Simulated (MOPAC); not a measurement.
Input for MOPAC: PM3 on HF (SMILES F).

```
PM3 1SCF PRECISE CHARGE=0 THREADS=1
FH

F     -0.12660359 1     0.09559028 1    -0.06366124 1
H      0.19281855 1     0.62387333 1     0.63389235 1
```

It printed:

```
*******************************************************************************
 **                                                                           **
 **                              MOPAC v23.2.5                                **
 **                                                                           **
 *******************************************************************************
 ** MOPAC's Digital Object Identifier: https://doi.org/10.5281/zenodo.6511958 **
 **                                                                           **
 ** Please cite the open-source release paper for use of this MOPAC version:  **
 ** J. E. Moussa and J. J. P. Stewart (2026)                                  **
 ** MOPAC: An open-source semiempirical molecular orbital program             **
 ** J. Open Source Softw., 11(119), 8025, https://doi.org/10.21105/joss.08025 **
 *******************************************************************************

                              PM3 CALCULATION RESULTS

 *******************************************************************************
 *  PM3        - The PM3 Hamiltonian to be used
 *
 *
 *
 *                 CHARGE ON SYSTEM = 0
 *
 *
 *
 *  PRECISE    - TIGHTER CRITERIA TO BE USED
 *  1SCF       - DO 1 SCF AND THEN STOP
 *  THREADS=1  - MULTI-THREADING NOT USED
 *  T=         - A TIME OF 172800.0 SECONDS REQUESTED
 *  DUMP=N     - RESTART FILE WRITTEN EVERY 7200.0 SECONDS REQUESTED
 *******************************************************************************
PM3 1SCF PRECISE CHARGE=0 THREADS=1
 FH

   ATOM   CHEMICAL          X               Y               Z
  NUMBER   SYMBOL      (ANGSTROMS)     (ANGSTROMS)     (ANGSTROMS)

     1       F         -0.12660359  *   0.09559028  *  -0.06366124  *
     2       H          0.19281855  *   0.62387333  *   0.63389235  *



          CARTESIAN COORDINATES

    NO.       ATOM           X           Y           Z

     1         F         -0.1266      0.0956     -0.0637
     2         H          0.1928      0.6239      0.6339

  H: (PM3): J. J. P. STEWART, J. COMP. CHEM. 10, 209 (1989).
  F: (PM3): J. J. P. STEWART, J. COMP. CHEM. 10, 209 (1989).

           Empirical Formula: H F  =     2 atoms



      MOLECULAR POINT GROUP   :   C*v


      RHF CALCULATION, NO. OF DOUBLY OCCUPIED LEVELS = 4


 -------------------------------------------------------------------------------
 PM3 1SCF PRECISE CHARGE=0 THREADS=1
 FH



     1SCF WAS SPECIFIED, SO BFGS WAS NOT USED
     SCF FIELD WAS ACHIEVED


                              PM3 CALCULATION
                                                       MOPAC v23.2.5 Linux




          FINAL HEAT OF FORMATION =        -62.71931 KCAL/MOL =    -262.41759 KJ/MOL


          COSMO AREA              =         39.56 SQUARE ANGSTROMS
          COSMO VOLUME            =         23.05 CUBIC ANGSTROMS

          IONIZATION POTENTIAL    =         16.161924 EV
          HOMO LUMO ENERGIES (EV) =        -16.162  3.667
          NO. OF FILLED LEVELS    =          4
          MOLECULAR WEIGHT        =         20.0063         POINT GROUP:  C*v

          MOLECULAR DIMENSIONS (Angstroms)

            Atom       Atom       Distance
            H     2    F     1     0.93150
            H     2    F     1     0.00000
            H     2    F     1     0.00000


          SCF CALCULATIONS        =          1





   ATOM   CHEMICAL          X               Y               Z
  NUMBER   SYMBOL      (ANGSTROMS)     (ANGSTROMS)     (ANGSTROMS)

     1       F         -0.12660359  *   0.09559028  *  -0.06366124  *
     2       H          0.19281855  *   0.62387333  *   0.63389235  *

                             CARTESIAN COORDINATES

   1    F       -0.126603590     0.095590280    -0.063661240
   2    H        0.192818550     0.623873330     0.633892350


           Empirical Formula: H F  =     2 atoms



      MOLECULAR POINT GROUP   :   C*v


                  EIGENVALUES
 -23.62000 -17.10366 -16.16192 -16.16192   3.66662


              NET ATOMIC CHARGES AND DIPOLE CONTRIBUTIONS

  ATOM NO.   TYPE          CHARGE      No. of ELECS.   s-Pop       p-Pop
    1          F          -0.164518        7.1645     1.63512     5.52940
    2          H           0.164518        0.8355     0.83548
 DIPOLE           X         Y         Z       TOTAL
 POINT-CHG.     0.252     0.417     0.551     0.736
 HYBRID         0.226     0.373     0.493     0.658
 SUM            0.478     0.791     1.044     1.394


          ATOMIC ORBITAL ELECTRON POPULATIONS

     Atom    s        px        py        pz
    1  F   1.63512   1.94466   1.84864   1.73610
    2  H   0.83548

 **********************
 *                    *
 * JOB ENDED NORMALLY *
 *                    *
 **********************




 == MOPAC DONE ==
```

The run finished.

Cost: very roughly 0.020 core-seconds.
